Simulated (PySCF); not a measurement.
A GIAO shielding run with PySCF 2.14.0 with density-fitted response routines (density fitting, non-relativistic, gas phase) on `[GeH3][Ge]([CH2]C)([CH3])[GeH3]`, C3H14Ge3:

```
{"job": {"kind": "nmr", "xc": "B3LYP", "basis": "pcSseg-1", "pop": false}, "charge": 0, "multiplicity": 1}
C     -2.056622    -0.950191    -0.952253
C     -1.171881    -1.163484     0.267653
Ge     0.386477     0.043084     0.353756
C      1.456393    -0.370395     1.946552
Ge    -0.395421     2.340584     0.446489
Ge     1.728589    -0.254545    -1.648103
H     -2.915948    -1.639631    -0.957725
H     -1.503075    -1.111442    -1.891198
H     -2.460442     0.074431    -0.989400
H     -1.744730    -1.019233     1.199198
H     -0.785032    -2.196059     0.298435
H      1.805967    -1.412771     1.905763
H      0.851098    -0.238190     2.855637
H      2.332549     0.290391     2.010147
H      0.764834     3.311129     0.745677
H     -1.453213     2.511148     1.558639
H     -1.040276     2.770023    -0.886436
H      0.969060     0.212039    -2.906175
H      3.039135     0.553749    -1.561919
H      2.100937    -1.740028    -1.845279
```

Hardware: 1 thread of an Arm Neoverse N1, shared host.

Task: How large is the calculation?

Result: 128 electrons, 244 basis functions and 1489 auxiliary functions.

Task: How long does it take?

Result: 97 s of wall time, with 12 SCF cycles and 4 response iterations. Times on a shared host scatter by some tens of per cent.

Task: And these other runs on the same molecule and hardware: GIAO shielding at PBE0/pcSseg-1?

Result: PBE0/pcSseg-1: 244 functions, 99 s.
